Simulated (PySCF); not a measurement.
## Which determinant of GeBr lies lowest?

Unrestricted PBE0; PySCF, scalar-relativistic core potentials, basis sets Ge cc-pVTZ-PP with ECP10, Br cc-pVTZ-PP with ECP10. Outer shells of the fragments: Ge 3d10 4s2 4p2; Br 3d10 4s2 4p5.

Followed along the bond (rough minima from three points):

```
2Ms+1   unpaired  ⟨S²⟩ at the start  R at minimum (Å)  Te (eV)
    2        π ↑               0.75              2.33     0.00
    4  σ ↑, π ↑↑               3.75  none in the scan   ≤ 3.30
```

Solutions found at the starting distance of 2.275 Å, counted from the lowest of them; the search is not exhaustive and high or unbound solutions are not listed, so other states can lie among these:

| 2Ms+1 | unpaired | term | E (eV) | ⟨S²⟩ | ⟨Lz²⟩ | μ (D) |
| --- | --- | --- | --- | --- | --- | --- |
| 2 | π ↑ | ²Π | 0.00 | 0.75 | 1.01 | -1.30 |
| 2 | σ ↑ | ²Σ⁺ | 2.91 | 0.75 | 0.00 | -0.63 |
| 4 | σ ↑, π ↑↑ | ⁴Σ⁻ | 3.30 | 3.75 | 0.00 | -0.03 |
| 2 | σ ↑, π ↑↓ | mixed | 4.04 | 1.76 | 2.02 | 0.45 |
| 2 | σ ↓, π ↑↑ | mixed | 4.10 | 1.77 | 0.00 | 0.72 |
| 4 | π ↑↑↑ | ⁴Π | 4.35 | 3.76 | 1.01 | 3.33 |
| 4 | σ ↑↑, π ↑ | ⁴Π | 5.91 | 3.76 | 1.01 | 0.48 |
| 4 | σ ↑, π ↑↑ | mixed | 6.69 | 3.76 | 2.01 | 3.30 |
| 4 | σ ↑, π ↑↑ | mixed | 6.90 | 3.76 | 2.01 | 3.28 |

A term symbol is given only where ⟨S²⟩ and ⟨Lz²⟩ are close to those of a pure state; real π, δ and φ orbitals otherwise mix terms. A positive dipole means Ge(−)Br(+).

Spin–orbit coupling is left out. Counting both spins, an empty level lies below a filled one in some of these solutions, because spin and occupation are held.
